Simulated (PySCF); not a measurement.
Cl2Hg, singlet, geometry from GFN2-xTB (such geometries of metal compounds can be far from the true shape) (core potentials on Hg); CAMB3LYP/def2-SVP, polarisability by finite fields (PySCF).

PySCF was given this input:
```python
from pyscf import gto, scf, dft

mol = gto.Mole()
mol.atom = '''
    Hg    0.000000    0.000000    0.000000
    Cl   -0.000000   -0.000000   -2.301271
    Cl    0.000000    0.000000    2.301271
'''
mol.basis = 'def2-svp'
mol.ecp = {'Hg': 'def2-svp'}
mol.charge = 0
mol.spin = 0
mol.verbose = 4
mol.build()

mf = dft.RKS(mol)
mf.xc = 'camb3lyp'
mf.conv_tol = 1e-11
mf.kernel()
h0, z, done = mf.get_hcore(), mol.intor('int1e_r')[2], []
def energy(F):
    f = mf.copy()
    f.scf_summary = {}
    f.get_hcore = lambda *a: h0 + F * z
    e = f.kernel(mf.make_rdm1())
    done.append(f.converged)
    return e
F = 0.05
alpha = -(energy(F) + energy(-F) - 2 * mf.e_tot) / F**2
print('alpha_zz =', alpha)
```

It wrote (shortened):

```
PySCF version 2.14.0

[INPUT] verbose = 4
[INPUT] num. atoms = 3
[INPUT] num. electrons = 54
[INPUT] charge = 0
[INPUT] spin (= nelec alpha-beta = 2S) = 0
[INPUT] symmetry False subgroup None
[INPUT] Mole.unit = angstrom
[INPUT] Symbol           X                Y                Z      unit          X                Y                Z       unit  Magmom
[INPUT]  1 Hg     0.000000000000   0.000000000000   0.000000000000 AA    0.000000000000   0.000000000000   0.000000000000 Bohr   0.0
[INPUT]  2 Cl     0.000000000000   0.000000000000  -2.301271000000 AA    0.000000000000   0.000000000000  -4.348771928404 Bohr   0.0
[INPUT]  3 Cl     0.000000000000   0.000000000000   2.301271000000 AA    0.000000000000   0.000000000000   4.348771928404 Bohr   0.0

nuclear repulsion = 189.593755104696
number of shells = 28
number of NR pGTOs = 129
number of NR cGTOs = 68
basis = def2-svp
ecp = {'Hg': 'def2-svp'}

******** <class 'pyscf.dft.rks.RKS'> ********
method = RKS
initial guess = minao
damping factor = 0
level_shift factor = 0
DIIS = <class 'pyscf.scf.diis.CDIIS'>
diis_start_cycle = 1
diis_space = 8
diis_damp = 0
SCF conv_tol = 1e-11
SCF conv_tol_grad = None
SCF max_cycles = 50
direct_scf = True
direct_scf_tol = 1e-13
XC library pyscf.dft.libxc version 7.1.2
    S. Lehtola, C. Steigemann, M. J. T. Oliveira, and M. A. L. Marques,  SoftwareX 7, 1–5 (2018)
XC functionals = camb3lyp
    T. Yanai, D. P. Tew, and N. C. Handy,  Chem. Phys. Lett. 393, 51 (2004)
radial grids:
    Treutler-Ahlrichs [JCP 102, 346 (1995); DOI:10.1063/1.469408] (M4) radial grids

becke partition: Becke, JCP 88, 2547 (1988); DOI:10.1063/1.454033
pruning grids: <function nwchem_prune>
grids dens level: 3
symmetrized grids: False
atomic radii adjust function: <function treutler_atomic_radii_adjust>
small_rho_cutoff = 0
Set gradient conv threshold to 3.16228e-06
Initial guess from minao.
tot grids = 61504
init E= -1061.91479763462
  HOMO = -0.73785688113491  LUMO = -0.617521552925211  gap/eV = 3.27449
cycle= 1 E= -1072.95114275695  delta_E=  -11  |g|= 1.64  |ddm|= 16.1
  HOMO = -0.0802760326271265  LUMO = 0.0947283334735846  gap/eV = 4.76211
cycle= 2 E= -1072.52368413309  delta_E= 0.427  |g|= 2.38  |ddm|= 4.97
  HOMO = -0.360059510137421  LUMO = -0.0564436292384003  gap/eV = 8.26181
cycle= 3 E= -1073.63045197348  delta_E= -1.11  |g|= 0.073  |ddm|= 2.21
  HOMO = -0.372198399725169  LUMO = -0.05656818597604  gap/eV = 8.58874
cycle= 4 E= -1073.63240237453  delta_E= -0.00195  |g|= 0.0305  |ddm|= 0.162
  HOMO = -0.366802840018108  LUMO = -0.0521909323362273  gap/eV = 8.56103
cycle= 5 E= -1073.63268623005  delta_E= -0.000284  |g|= 0.00476  |ddm|= 0.0445
  HOMO = -0.367466343775857  LUMO = -0.0529134869035116  gap/eV = 8.55942
cycle= 6 E= -1073.63271021837  delta_E= -2.4e-05  |g|= 0.00159  |ddm|= 0.0247
  HOMO = -0.367164327755034  LUMO = -0.0527967130124728  gap/eV = 8.55438
cycle= 7 E= -1073.63271136724  delta_E= -1.15e-06  |g|= 0.00048  |ddm|= 0.00388
  HOMO = -0.367189104471537  LUMO = -0.052779946587422  gap/eV = 8.55551
cycle= 8 E= -1073.63271144936  delta_E= -8.21e-08  |g|= 3.1e-05  |ddm|= 0.00112
  HOMO = -0.367193893157815  LUMO = -0.0527880795572855  gap/eV = 8.55542
cycle= 9 E= -1073.63271145014  delta_E= -7.76e-10  |g|= 2.57e-06  |ddm|= 0.000118
  HOMO = -0.36719402560145  LUMO = -0.0527885295915285  gap/eV = 8.55541
cycle= 10 E= -1073.63271145014  delta_E= -1.82e-12  |g|= 4.09e-07  |ddm|= 1.31e-05
  HOMO = -0.367194058705586  LUMO = -0.0527885118912848  gap/eV = 8.55541
Extra cycle  E= -1073.63271145014  delta_E= -2.73e-12  |g|= 2.7e-07  |ddm|= 1.4e-06
converged SCF energy = -1073.63271145014

******** <class 'pyscf.dft.rks.RKS'> ********
method = RKS
initial guess = minao
damping factor = 0
level_shift factor = 0
DIIS = <class 'pyscf.scf.diis.CDIIS'>
diis_start_cycle = 1
diis_space = 8
diis_damp = 0
SCF conv_tol = 1e-11
SCF conv_tol_grad = None
SCF max_cycles = 50
direct_scf = True
direct_scf_tol = 1e-13
XC library pyscf.dft.libxc version 7.1.2
    S. Lehtola, C. Steigemann, M. J. T. Oliveira, and M. A. L. Marques,  SoftwareX 7, 1–5 (2018)
XC functionals = camb3lyp
    T. Yanai, D. P. Tew, and N. C. Handy,  Chem. Phys. Lett. 393, 51 (2004)
radial grids:
    Treutler-Ahlrichs [JCP 102, 346 (1995); DOI:10.1063/1.469408] (M4) radial grids

becke partition: Becke, JCP 88, 2547 (1988); DOI:10.1063/1.454033
pruning grids: <function nwchem_prune>
grids dens level: 3
symmetrized grids: False
atomic radii adjust function: <function treutler_atomic_radii_adjust>
small_rho_cutoff = 0
Overwritten attributes  get_hcore  of <class 'pyscf.dft.rks.RKS'>
Set gradient conv threshold to 3.16228e-06
init E= -1073.63271145014
  HOMO = -0.177624634549755  LUMO = -0.0559580294982167  gap/eV = 3.31072
cycle= 1 E= -1073.63875107507  delta_E= -0.00604  |g|= 0.544  |ddm|= 1.87
  HOMO = -0.389658659023335  LUMO = -0.0796229811132889  gap/eV = 8.43650
cycle= 2 E= -1073.59783373952  delta_E= 0.0409  |g|= 0.691  |ddm|= 1.86
  HOMO = -0.303463222916723  LUMO = -0.0651874898092148  gap/eV = 6.48381
cycle= 3 E= -1073.73214671161  delta_E= -0.134  |g|= 0.0526  |ddm|= 0.986
  HOMO = -0.291277992555995  LUMO = -0.0552509630560975  gap/eV = 6.42262
cycle= 4 E= -1073.73295634107  delta_E= -0.00081  |g|= 0.0242  |ddm|= 0.096
  HOMO = -0.292197311056144  LUMO = -0.0559326071909245  gap/eV = 6.42909
cycle= 5 E= -1073.73310515769  delta_E= -0.000149  |g|= 0.00444  |ddm|= 0.0443
  HOMO = -0.292758753397167  LUMO = -0.0556293656215329  gap/eV = 6.45262
cycle= 6 E= -1073.73311761214  delta_E= -1.25e-05  |g|= 0.00146  |ddm|= 0.00977
  HOMO = -0.292800521575371  LUMO = -0.0555192843728502  gap/eV = 6.45675
cycle= 7 E= -1073.73311910648  delta_E= -1.49e-06  |g|= 0.000488  |ddm|= 0.00459
  HOMO = -0.292871223852689  LUMO = -0.0555242435831677  gap/eV = 6.45854
cycle= 8 E= -1073.73311938118  delta_E= -2.75e-07  |g|= 0.000151  |ddm|= 0.00216
  HOMO = -0.292858697486526  LUMO = -0.0555192891616108  gap/eV = 6.45833
cycle= 9 E= -1073.73311939958  delta_E= -1.84e-08  |g|= 3.16e-05  |ddm|= 0.000724
  HOMO = -0.292863121006137  LUMO = -0.0555175552909223  gap/eV = 6.45850
cycle= 10 E= -1073.73311940009  delta_E= -5.05e-10  |g|= 8.33e-06  |ddm|= 0.000102
  HOMO = -0.292865003623584  LUMO = -0.0555183028050301  gap/eV = 6.45853
cycle= 11 E= -1073.73311940011  delta_E= -2.27e-11  |g|= 1.3e-06  |ddm|= 1.47e-05
  HOMO = -0.292865203519777  LUMO = -0.0555182307857438  gap/eV = 6.45854
cycle= 12 E= -1073.73311940011  delta_E= 4.55e-13  |g|= 1.56e-07  |ddm|= 4.52e-06
  HOMO = -0.292865218379018  LUMO = -0.0555182511933215  gap/eV = 6.45854
Extra cycle  E= -1073.73311940011  delta_E= -4.55e-13  |g|= 8.16e-08  |ddm|= 5.78e-07
converged SCF energy = -1073.73311940011

******** <class 'pyscf.dft.rks.RKS'> ********
method = RKS
initial guess = minao
damping factor = 0
level_shift factor = 0
DIIS = <class 'pyscf.scf.diis.CDIIS'>
diis_start_cycle = 1
diis_space = 8
diis_damp = 0
SCF conv_tol = 1e-11
SCF conv_tol_grad = None
SCF max_cycles = 50
direct_scf = True
direct_scf_tol = 1e-13
XC library pyscf.dft.libxc version 7.1.2
    S. Lehtola, C. Steigemann, M. J. T. Oliveira, and M. A. L. Marques,  SoftwareX 7, 1–5 (2018)
XC functionals = camb3lyp
    T. Yanai, D. P. Tew, and N. C. Handy,  Chem. Phys. Lett. 393, 51 (2004)
radial grids:
    Treutler-Ahlrichs [JCP 102, 346 (1995); DOI:10.1063/1.469408] (M4) radial grids

becke partition: Becke, JCP 88, 2547 (1988); DOI:10.1063/1.454033
pruning grids: <function nwchem_prune>
grids dens level: 3
symmetrized grids: False
atomic radii adjust function: <function treutler_atomic_radii_adjust>
small_rho_cutoff = 0
Set gradient conv threshold to 3.16228e-06
init E= -1073.63271145014
  HOMO = -0.17762463454987  LUMO = -0.0559580294982136  gap/eV = 3.31072
cycle= 1 E= -1073.63875107507  delta_E= -0.00604  |g|= 0.544  |ddm|= 1.87
  HOMO = -0.389658659023394  LUMO = -0.0796229811132605  gap/eV = 8.43650
cycle= 2 E= -1073.59783373951  delta_E= 0.0409  |g|= 0.691  |ddm|= 1.86
  HOMO = -0.303463222916688  LUMO = -0.0651874898092135  gap/eV = 6.48381
cycle= 3 E= -1073.73214671161  delta_E= -0.134  |g|= 0.0526  |ddm|= 0.986
  HOMO = -0.291277992556106  LUMO = -0.0552509630560952  gap/eV = 6.42262
cycle= 4 E= -1073.73295634106  delta_E= -0.00081  |g|= 0.0242  |ddm|= 0.096
  HOMO = -0.292197311056107  LUMO = -0.0559326071909268  gap/eV = 6.42909
cycle= 5 E= -1073.73310515769  delta_E= -0.000149  |g|= 0.00444  |ddm|= 0.0443
  HOMO = -0.292758753397133  LUMO = -0.0556293656215394  gap/eV = 6.45262
cycle= 6 E= -1073.73311761214  delta_E= -1.25e-05  |g|= 0.00146  |ddm|= 0.00977
  HOMO = -0.292800521575275  LUMO = -0.0555192843728772  gap/eV = 6.45675
cycle= 7 E= -1073.73311910648  delta_E= -1.49e-06  |g|= 0.000488  |ddm|= 0.00459
  HOMO = -0.292871223852677  LUMO = -0.0555242435831572  gap/eV = 6.45854
cycle= 8 E= -1073.73311938118  delta_E= -2.75e-07  |g|= 0.000151  |ddm|= 0.00216
  HOMO = -0.292858697486541  LUMO = -0.0555192891616158  gap/eV = 6.45833
cycle= 9 E= -1073.73311939958  delta_E= -1.84e-08  |g|= 3.16e-05  |ddm|= 0.000724
  HOMO = -0.292863121005958  LUMO = -0.0555175552909325  gap/eV = 6.45850
cycle= 10 E= -1073.73311940009  delta_E= -5.05e-10  |g|= 8.33e-06  |ddm|= 0.000102
  HOMO = -0.292865003623574  LUMO = -0.0555183028050729  gap/eV = 6.45853
cycle= 11 E= -1073.73311940011  delta_E= -2.16e-11  |g|= 1.3e-06  |ddm|= 1.47e-05
  HOMO = -0.292865203519632  LUMO = -0.0555182307857107  gap/eV = 6.45854
cycle= 12 E= -1073.73311940011  delta_E= 6.82e-13  |g|= 1.56e-07  |ddm|= 4.52e-06
  HOMO = -0.292865218378793  LUMO = -0.0555182511932884  gap/eV = 6.45854
Extra cycle  E= -1073.73311940011  delta_E= -1.36e-12  |g|= 8.16e-08  |ddm|= 5.78e-07
converged SCF energy = -1073.73311940011
alpha_zz = 80.32635997333271
```
